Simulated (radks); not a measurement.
Spin polarisation of the 5d1 shell in the hafnium ion Hf3+. Start: [Xe] 4f14 5d(up 0.5, down 0.5); electrons of 5d are moved from spin down to spin up, other shells keep equal spins. All-electron calculation, scalar-relativistic Kohn-Sham, SCAN, spin-polarised, spherical densities, finite nucleus; meta-GGA in the generalised Kohn-Sham scheme; Fermi nuclear charge, rms radius of each element as measured or else 0.836 A^(1/3) + 0.57 fm. Program: a radial shooting solver on a logarithmic mesh with Libxc functionals.

moment (Bohr magnetons)  E - E(0) (eV)  e(5d up) (eV)  e(5d down) (eV)  4f down minus up (eV)
0                                0.000        -26.865          -26.865                  0.000
0.25                            -0.018        -27.002          -26.717                  0.040
0.5                             -0.072        -27.131          -26.555                  0.081
0.75                            -0.163        -27.253          -26.370                  0.123

At moment 0.75 the spin-polarisation energy is -0.163 eV and the 5d exchange splitting 0.883 eV, that is 1.178 eV per Bohr magneton; E = -I m^2/4 would give I = 1.156 eV.
